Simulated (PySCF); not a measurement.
# Worked example: oscillator strength and radiative lifetime

Si(H)2(OH)(iPr) (C3H10OSi), SMILES CC(C)[SiH2]O.

Geometry optimised at B3LYP-D3(BJ)/def2-SVP. The values are those of a single conformer.

TDA-PBE/def2-SVPD run with PySCF puts the first singlet state with f over 0.02 at 7.42 eV (vertical), with the transition dipole (0.078, -0.422, -0.161) in atomic units.

Problem. Find the oscillator strength, the wavelength and the radiative lifetime that this transition would have in vacuum if emission retraced absorption.

Solution. 
|μ|² = 0.2101 au, so |μ| = 1.17 D. ΔE = 7.42/27.211 = 0.2727 hartree. f = (2/3) ΔE |μ|² = 0.038 (the program prints 0.038).
λ = 1239.84/7.42 = 167 nm; ν = 59846 cm⁻¹.
Einstein's coefficient A = 0.6670 ν² f s⁻¹ (ν in cm⁻¹) = 9.1e7 s⁻¹, so τ = 1/A = 11 ns. This state is S5; the lower singlets have f = 0.004, 0.006, 0.001, 0.019. The figure is the radiative limit of this one transition; relaxation, internal conversion, crossing to triplets and a medium change what is measured.
